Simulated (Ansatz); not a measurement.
The same path of B2GeH6 (9 atoms, charge 0, multiplicity 1) was run twice with different band settings. The coordinate that changes most is the dihedral H5–B1–B2–Ge3.

Level of theory: Ansatz 0.2.0, RKS PBE0-D4/def2-SVP.

Relaxed end points:

```xyz
9
Properties=species:S:1:pos:R:3
B -0.795 0.777 -1.343
B 0.252 0.887 -0.107
Ge 0.474 -0.880 0.967
H -0.445 0.388 -2.438
H -1.984 0.961 -1.190
H 0.913 1.820 0.282
H 1.948 -1.330 0.896
H -0.401 -2.046 0.468
H 0.126 -0.624 2.448
```

```xyz
9
Properties=species:S:1:pos:R:3
B -0.811 0.788 -1.333
B 0.258 0.878 -0.114
Ge 0.484 -0.888 0.961
H -1.994 0.990 -1.157
H -0.488 0.404 -2.437
H 0.938 1.803 0.262
H 1.960 -1.334 0.897
H -0.387 -2.058 0.463
H 0.129 -0.629 2.440
```

Common settings: movable images 5; climbing image yes; spring 5.0 eV/Å²; optimiser quadratic models (default); start path IDPP; iteration limit 60; end points relaxed.

| run | force threshold |
| --- | --- |
| 1 | 0.03 eV/Å |
| 2 | 0.5 eV/Å |

(1) What does each run give, and how far can it be trusted?

## Answers

(1) Run 1: converged after 6 iterations, highest image 0.780 eV above the first end. A vibrational analysis at the climbing image gives 2 clearly imaginary modes (540i, 62i cm⁻¹): a point of higher order, so a lower path passes nearby.
Run 2: converged after 3 iterations, highest image 0.784 eV above the first end. The threshold of 0.5 eV/Å is loose, so the images may lie well off the minimum-energy path. The order of the stationary point at the top wasn't checked.
